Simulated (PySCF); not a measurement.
Simulation results for CH$_{3}$BClSi

All values are calculated (PySCF 2.14.0). Calculation on a computer-drawn molecule: optimised geometry and harmonic frequencies of an isolated molecule of the commonest isotopes, restricted reference for singlets and unrestricted otherwise, frozen core in MP2.

CH$_{3}$BClSi

Start structure:
```xyz
7
CH3BClSi
B     -2.1916    -1.3677     1.6571
C     -1.1784    -0.6232     1.0913
Si    -1.1506    -0.2010    -0.7121
Cl     0.5724    -0.8079    -1.5927
H     -3.1083    -2.0030     2.0237
H     -0.2541    -0.2972     1.6166
H     -2.2537    -0.7569    -1.5632
```

It was run with charge 0, multiplicity 2, method HF and basis cc-pV(D+d)Z.

It finds rotational constants 14.55, 2.251, 2.122 GHz; total energy -812.7099 hartree; spin squared 0.77; convergence status largest gradient component 2.985e-05 hartree/bohr.

Drawn bonds:
```tsv
atom	other atom	order
1	2	1
2	3	2
3	4	1
1	5	1
2	6	1
3	7	1
```

Optimised structure:
```xyz
7
CH3BClSi
B     -2.1704    -1.3562     1.5431
C     -1.1024    -0.5937     1.1091
Si    -1.1302    -0.1901    -0.6833
Cl     0.5605    -0.8897    -1.6922
H     -3.1048    -2.0061     1.8360
H     -0.3009    -0.2139     1.7314
H     -2.3161    -0.8071    -1.3234
```

Modes:
```tsv
frequency (cm⁻¹)	reduced mass (dalton)
97.62	3.255
160.3	3.444
233.4	3.626
520.8	9.227
626.1	1.528
666.5	1.155
721.6	2.442
753.6	1.33
811.9	1.28
911.6	1.402
1046	1.286
1530	5.706
2287	1.042
2946	1.131
3352	1.092
```
